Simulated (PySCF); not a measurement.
## How methods differ on the ionisation energy of Sr⁺

Sr⁺ [Kr] 5s1 (2S) → Sr²⁺ [Kr] (1S), as a difference of total energies. Calculation: PySCF 2.14, in def2-QZVPPD with the def2 core potential (28 electrons) (7s5p4d3f, 63 functions); scalar relativity through the core potential. Correlated levels: valence and next inner shell: nothing frozen outside the core potential. The calculations carry no spin-orbit coupling.

| method | ionisation energy (eV) |
| --- | --- |
| UHF | 10.443 |
| MP2 (valence and next inner shell) | 10.962 |
| SCS-MP2 (valence and next inner shell) | 10.866 |
| CCSD (valence and next inner shell) | 10.930 |
| CCSD(T) (valence and next inner shell) | 10.965 |

Q: How much does correlation contribute at CCSD(T) (valence and next inner shell)?

A: 10.965 − (10.443) = 0.522 eV, measured against UHF.

Errors of the correlated levels include the incompleteness of this basis.

For comparison: 11.030 eV (measured; NIST Atomic Spectra Database, ionization energies).
